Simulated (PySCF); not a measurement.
The group X on silaethenyl-X is varied. Gas-phase values, no solvent. One relaxed conformer stands for each flexible species; it need not be the lowest. Strings in code marks are SMILES.

Method: ωB97X-D3(BJ)/def2-TZVP // PBE0-D3(BJ)/def2-TZVP (PySCF 2.14.0). All candidates: neutral, multiplicity 1. Delta-SCF ions had no search for a lower state. 

| Property | Result |
|---|---|
| HOMO | -8.50 eV |
| HOMO–LUMO gap | 9.87 eV |
| vertical ionisation energy (Delta-SCF) | 8.31 eV |

### Question
Say which member has these values.
(A) `C=[SiH]N`
(B) `C=[SiH][SeH]` (C–Si–Se–H torsion 0°)
(C) `C=[SiH]O` (C–Si–O–H torsion 0°)
(D) `C=[SiH]C`

### Answer
D, `C=[SiH]C`. The others give `C=[SiH][SeH]` (C–Si–Se–H torsion 0°): -8.49 eV, 9.52 eV, 8.26 eV; `C=[SiH]N`: -8.00 eV, 10.07 eV, 7.85 eV; `C=[SiH]O` (C–Si–O–H torsion 0°): -8.51 eV, 10.25 eV, 8.41 eV
